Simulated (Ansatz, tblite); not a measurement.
Forces on SnGe3⁺ at its PBE-D4/def2-SVP geometry. Charge 1, multiplicity 2.

In the def2 sets Sn takes a core potential; there is no spin–orbit coupling. The xTB rows come from tblite. The structure comes from a short search, and lower isomers may exist.

GFN1-xTB (tblite), largest force 1.17 eV/Å:

```xyz
4
positions Å, forces eV/Å
Ge    0.509   -0.799    1.135   -0.328    0.532   -0.611
Ge   -0.558    0.897   -1.034    0.303   -0.471    0.672
Ge   -0.692    1.304    1.360    0.398   -0.760   -0.790
Sn    0.740   -1.402   -1.461   -0.373    0.698    0.729
```

GFN2-xTB (tblite), largest force 0.41 eV/Å:

```
Ge -0.073 0.095 -0.391
Ge 0.193 -0.328 0.150
Ge -0.029 0.058 0.060
Sn -0.091 0.175 0.182
```

PBE0-D4/def2-TZVP (Ansatz), largest force 0.45 eV/Å:

```
Ge -0.169 0.267 -0.316
Ge 0.153 -0.246 0.340
Ge 0.150 -0.280 -0.293
Sn -0.135 0.259 0.269
```
